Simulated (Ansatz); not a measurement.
Program: Ansatz. Geometries: PBE0-D4/def2-TZVP. ΔE: electronic, gas phase. CCSD(T)/CBS is the MP2 limit (def2-TZVPP, def2-QZVPP) plus CCSD(T) − MP2 in def2-TZVPP, frozen cores. DFT in def2-TZVPP. Elements past krypton have def2 core potentials. For I, Se, Zr outer-core shells are correlated without core-valence functions, which leaves a few kJ/mol of doubt a bond. Scalar relativity is left out up to krypton. Each species was taken in one conformer, which may not be the lowest.

Reaction (ligand exchange at a Zr–I bond): `[OH][Zr]([OH])([F])[I]` + H₂Se → `[OH][Zr]([OH])([F])[SeH]` + HI

```json
{"level": "CAM-B3LYP-D4", "ΔE (kJ/mol)": "53.6"}
{"level": "ωB97M-V", "ΔE (kJ/mol)": "53.9"}
{"level": "r2SCANh", "ΔE (kJ/mol)": "54.9"}
{"level": "BHLYP", "ΔE (kJ/mol)": "56.6"}
{"level": "CCSD(T)/def2-SVP", "ΔE (kJ/mol)": "55.2"}
{"level": "SCS-MP2/def2-TZVPP", "ΔE (kJ/mol)": "55.9"}
{"level": "CCSD/def2-TZVPP", "ΔE (kJ/mol)": "52.8"}
{"level": "CCSD(T)/def2-TZVPP", "ΔE (kJ/mol)": "52.3"}
```

(1) What does CCSD(T)/CBS give? (An estimate is asked.)

Largest T1 diagnostic among the species: 0.016.

Results:

(1) The calculation gave: +53.4 kJ/mol. The listed levels differ from it by 0.2, 0.5, 1.5, 3.2, 1.8, 2.5, -0.6, -1.1 kJ/mol.

From PBE to PBE0 (25 % exact exchange), in def2-TZVPP and without D4, ΔE moves by +3.4 kJ/mol. Leaving LDA and LC-ωPBE aside and taking each functional with its dispersion term where it has one, the values, not all of them listed here, spread over 8.1 kJ/mol, from BLYP-D4 to BHLYP-D4.
